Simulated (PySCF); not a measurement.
H₃O₄Si, SMILES [O][Si](O)(O)O, multiplicity 2. Geometry: B3LYP-D3(BJ)/def2-SVP. The isomer is the one that the SMILES or the coordinates give; other isomers of the formula were not compared. The values are those of a single conformer.

All values below come from B3LYP-D3(BJ)/def2-SVP (PySCF).

Harmonic wavenumbers (cm⁻¹): 121, 217, 225, 286, 306, 329, 338, 373, 752, 794, 802, 814, 880, 986, 1008, 3866, 3873, 3884. Rotational constants (GHz): 4.309, 4.024, 3.665; symmetry number 1.

Task: Work out the zero-point energy and the ideal-gas rigid-rotor harmonic-oscillator thermochemistry at 298.15 K and 1 atm.

Result: ZPE = ½ Σ hcν = ½ × 19854 cm⁻¹ = 28.38 kcal/mol. H − E(el) = 33.36 kcal/mol. Entropy in cal/(mol K): translation 39.57, rotation 26.03, vibration 14.63, spin 1.38, total 81.60. G − E(el) = 9.03 kcal/mol. Cp = 25.56 cal/(mol K). Modes under 150 cm⁻¹ make the vibrational entropy uncertain.
